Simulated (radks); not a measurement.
Coulomb parameter of the 5d shell of the iridium ion Ir2+ in the model configuration [Xe] 4f14 5d6 6s1, as a second difference U = [E(n + 0.25) + E(n - 0.25) - 2 E(n)] / (0.25)^2 with all orbitals relaxed. "Bare": the charge of the atom changes with n. "Screened": the 6s shell takes up the change at fixed total charge, which measures U(5d,5d) + U(6s,6s) - 2 U(5d,6s). Calculated with a radial shooting solver on a logarithmic mesh with Libxc functionals: scalar-relativistic Kohn-Sham, PBEsol, spin-unpolarised, spherical densities, finite nucleus; Fermi nuclear charge, rms radius 5.4032 fm.

| case | configuration | E - E(n) (eV) |
|---|---|---|
| start | [Xe] 4f14 5d6 6s1 | 0.000 |
| bare +0.25 | [Xe] 4f14 5d6.25 6s1 | -6.345 |
| bare -0.25 | [Xe] 4f14 5d5.75 6s1 | 7.107 |
| screened +0.25 | [Xe] 4f14 5d6.25 6s0.75 | -0.986 |
| screened -0.25 | [Xe] 4f14 5d5.75 6s1.25 | 1.058 |

U(bare) = 12.191 eV, U(screened by 6s) = 1.157 eV, against the Slater integral F0(5d,5d) = 15.572 eV with frozen orbitals.
